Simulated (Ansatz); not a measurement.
```yaml
crystal:
  periodic: [false, false, false]
  atoms:
    - {symbol: C, position_ang: [-1.061314, -1.501482, -2.837236]}
    - {symbol: C, position_ang: [-2.153688, -1.294194, -1.809815]}
    - {symbol: O, position_ang: [-1.751810, -0.427759, -0.801975]}
    - {symbol: Hf, position_ang: [-1.028805, 0.789441, 0.504691]}
    - {symbol: O, position_ang: [-2.218829, 2.303405, 0.733453]}
    - {symbol: O, position_ang: [0.690324, 1.411922, -0.098100]}
    - {symbol: C, position_ang: [1.906550, 1.801187, -0.643329]}
    - {symbol: C, position_ang: [2.131049, 1.183203, -2.006831]}
    - {symbol: O, position_ang: [-0.797771, -0.153014, 2.169715]}
    - {symbol: C, position_ang: [-0.382647, -0.855303, 3.294023]}
    - {symbol: C, position_ang: [1.126725, -0.892101, 3.406137]}
    - {symbol: H, position_ang: [-0.784390, -0.551871, -3.300844]}
    - {symbol: H, position_ang: [-1.396258, -2.184185, -3.622648]}
    - {symbol: H, position_ang: [-0.169643, -1.925735, -2.369588]}
    - {symbol: H, position_ang: [-3.051466, -0.891248, -2.297188]}
    - {symbol: H, position_ang: [-2.436533, -2.258633, -1.367207]}
    - {symbol: H, position_ang: [-2.878220, 2.901963, 1.064116]}
    - {symbol: H, position_ang: [2.717727, 1.508079, 0.036665]}
    - {symbol: H, position_ang: [1.935018, 2.896179, -0.721122]}
    - {symbol: H, position_ang: [1.343824, 1.487538, -2.700590]}
    - {symbol: H, position_ang: [2.124658, 0.092707, -1.940552]}
    - {symbol: H, position_ang: [3.093562, 1.498480, -2.418262]}
    - {symbol: H, position_ang: [-0.778563, -1.878731, 3.248948]}
    - {symbol: H, position_ang: [-0.811398, -0.386931, 4.189941]}
    - {symbol: H, position_ang: [1.565101, -1.379350, 2.531729]}
    - {symbol: H, position_ang: [1.531471, 0.120655, 3.471327]}
    - {symbol: H, position_ang: [1.433526, -1.444721, 4.298138]}
basis:
  gaussian: {orbitals: def2-SVPD, final_grid: {core_spheres: 1, valence_spheres: 1, degree: 3}}
hamiltonian: {xc: {name: r2SCAN}}
```

```sh
$ ansatz run in.yaml --threads 11 --pin off --events-out ev --progress --plain --max-ram 120832MiB --backend cuda --devices 0, --max-vram 75GiB
```

It prints (some lines left out):

```
Functional definition: r2SCAN
3098 factors; their error is unknown
mean field evaluation 1: about -15935.1335 eV, gradient 1.3e2 eV
mean field evaluation 2: about -15814.4997 eV, gradient 2.7e2 eV
mean field evaluation 4: about -15966.9895 eV, gradient 1.5e1 eV
mean field evaluation 8: about -15967.4822 eV, gradient 1.6e-1 eV
mean field evaluation 32: about -16032.8383 eV, gradient 1.5e0 eV
mean field evaluation 160: about -16032.8699 eV, gradient 1.9e0 eV
a density is far from that of the atoms, so the factors are made again for it
4394 factors; integrals over basis functions are off by at most 6.3e-4 eV
mean field evaluation 224: about -16033.0298 eV, gradient 2.6e-4 eV
mean field -16033.02976640 eV, -589.2029763374 hartree, gradient 1.1e-5 eV, S^2 0.000000; 0 other end points of the search recorded, 0 dependent functions left out
reference -16033.02977211 eV, -589.2029765473 hartree; 48, 48 occupied and 327, 327 virtual orbitals, 4394 factors
Total energy: -16033.02977211 eV, -589.2029765473 hartree
```

(1) What is wrong with this run?

## Answers

(1) The integration grid is far too coarse. Self-consistency was reached. The result belongs to that input, not to the molecule as meant.
